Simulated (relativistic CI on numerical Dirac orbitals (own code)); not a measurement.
Ligand-field terms of d7

Computed with a parametric ligand-field model of a d^n configuration (Racah B and C, spin-orbit zeta, crystal field), exact diagonalisation.

Field parameters in Wybourne normalisation: Oh B⁴₀ = 21Dq, B⁴₄ = √(5/14) B⁴₀. The field is a parameter set, without covalency.

Problem. Lowest levels for B = 500, C = 2100, ζ = 3200 cm⁻¹, Oh, 10Dq = 39400 cm⁻¹?

Solution. Γ8 0 (S 0.53), Γ6 26552 (S 1.48), Γ8 27996 (S 1.45), Γ7 31835 (S 1.50), Γ8 31956 (S 1.48), Γ8 36175 (S 0.54), Γ8 39102 (S 0.57), Γ7 39162 (S 0.52), Γ6 39809 (S 0.53) cm⁻¹, with S from ⟨S²⟩ = S(S + 1). The ground level has 1.04 electrons in the cubic e pair.

Problem. Lowest levels for B = 320, C = 1190, ζ = 340 cm⁻¹, Oh, 10Dq = 5650 cm⁻¹?

Solution. Γ6 0 (S 1.50), Γ8 87 (S 1.24), Γ8 298 (S 1.38), Γ7 626 (S 1.50), Γ8 1037 (S 1.06), Γ8 5067 (S 1.06), Γ6 5312 (S 1.33), Γ8 5364 (S 1.30), Γ7 5442 (S 1.23) cm⁻¹, with S from ⟨S²⟩ = S(S + 1). The ground level has 2.05 electrons in the cubic e pair.

Problem. Lowest levels for B = 590, C = 2730, ζ = 3700 cm⁻¹, Oh, 10Dq = 22500 cm⁻¹?

Solution. Γ8 0 (S 0.68), Γ6 7623 (S 1.47), Γ8 9514 (S 1.43), Γ7 14355 (S 1.49), Γ8 15047 (S 1.40), Γ8 19231 (S 0.65), Γ7 23235 (S 0.62), Γ8 23299 (S 0.61), Γ6 24211 (S 0.60) cm⁻¹, with S from ⟨S²⟩ = S(S + 1). The ground level has 1.20 electrons in the cubic e pair; its S is far from a half-integer, so spin-orbit coupling mixes spin states.

Problem. Lowest levels for B = 370, C = 1550, ζ = 260 cm⁻¹, Oh, 10Dq = 18850 cm⁻¹?

Solution. Γ8 0 (S 0.50), Γ6 11063 (S 1.50), Γ8 11215 (S 1.50), Γ7 11479 (S 1.50), Γ8 11482 (S 1.50), Γ8 17565 (S 0.50), Γ6 17746 (S 0.50), Γ8 17997 (S 0.50), Γ7 18087 (S 0.50) cm⁻¹, with S from ⟨S²⟩ = S(S + 1). The ground level has 1.02 electrons in the cubic e pair.

Problem. Lowest levels for B = 860, C = 4250, ζ = 750 cm⁻¹, Oh, 10Dq = 33900 cm⁻¹?

Solution. Γ8 0 (S 0.51), Γ6 13373 (S 1.50), Γ8 13826 (S 1.50), Γ7 14613 (S 1.50), Γ8 14647 (S 1.50), Γ8 30624 (S 0.50), Γ6 31174 (S 0.50), Γ8 31775 (S 0.51), Γ7 32095 (S 0.50) cm⁻¹, with S from ⟨S²⟩ = S(S + 1). The ground level has 1.03 electrons in the cubic e pair.
